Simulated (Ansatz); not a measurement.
The cluster Na₇S₃⁺. Charge 1, multiplicity 1. Geometry r2SCAN-D4/def2-SVP, basis def2-TZVP, Ansatz.

```xyz
10

Na   -2.224    2.899    3.236
Na   -2.566    0.132   -0.328
Na    4.580   -1.394    0.956
Na   -1.341    0.367   -4.678
Na    0.362   -0.735    2.458
Na    0.514    0.946   -0.245
Na    0.798   -1.987   -1.458
S     2.145   -1.114    0.595
S    -0.907   -0.209   -2.308
S    -1.361    1.096    1.772
```

| run | HOMO (eV) | LUMO (eV) |
| --- | --- | --- |
| A | -6.43 | -4.09 |
| B | -8.03 | -3.10 |
| C | -9.35 | -1.98 |
| D | -6.31 | -3.37 |
| E | -7.18 | -3.45 |
| F | -6.28 | -4.08 |

Another isomer (singlet) lies 0.07 eV lower at LDA (SPW92)/def2-TZVP; other spin states weren't run for this one.

Problem. The runs used BHLYP, HF, LDA (SPW92), PBE, PBE0, r2SCAN. Estimate which is which.

Solution. A LDA (SPW92) (0 % exact exchange); B BHLYP (50 % exact exchange); C HF (100 % exact exchange); D r2SCAN (0 % exact exchange); E PBE0 (25 % exact exchange); F PBE (0 % exact exchange). Exact exchange lowers occupied and raises empty levels; among semilocal functionals meta-GGAs tend to open the gap a little, and such runs are hard to tell apart. The gap grows from 2.20 eV (PBE) to 7.37 eV (HF).
